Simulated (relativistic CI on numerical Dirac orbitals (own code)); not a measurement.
Pd⁴⁺: 4p photoemission

Computed with this model: Dirac-Coulomb-Breit CI, orbitals from a KLI potential per configuration, model QED (radiative potential, 1s self-energy scaled to tabulated hydrogen-like ionisation energies), valence Slater integrals scaled by 0.8, multiplet model of photoemission in the sudden approximation; configurations [Kr] 4d6 → [Ar] 3d10 4s2 4p5 4d6; 80 K; Lorentzian 1.68 eV and Gaussian 0.6 eV FWHM. Energies are those of the free ion, without screening or charge transfer. The energies are binding energies and can lie tens of eV above those of solids. S is read from ⟨S²⟩ = S(S + 1).

Field parameters in Wybourne normalisation: D3d B²₀ = −7Dσ, B⁴₀ = −14Dq − 21Dτ, B⁴₃ = −14√(10/7) Dq; D4h B²₀ = −7Ds, B⁴₀ = 21(Dq − Dt), B⁴₄ = 21√(5/14) Dq; Oh B⁴₀ = 21Dq, B⁴₄ = √(5/14) B⁴₀. The field is a parameter set, without covalency.

Peaks in eV (height, largest 100): 116.6 (100), 122.0 (30), 125.6 (18), 128.8 (21), 133.4 (10).

Which surroundings give this spectrum?
A. Oh, 10Dq = 14300 cm⁻¹
B. D4h, 10Dq = 16750, Ds = -1070, Dt = -80 cm⁻¹
C. Oh, 10Dq = 41600 cm⁻¹
D. free ion

B. D4h, 10Dq = 16750, Ds = -1070, Dt = -80 cm⁻¹, where the ground state has S = 0.37.
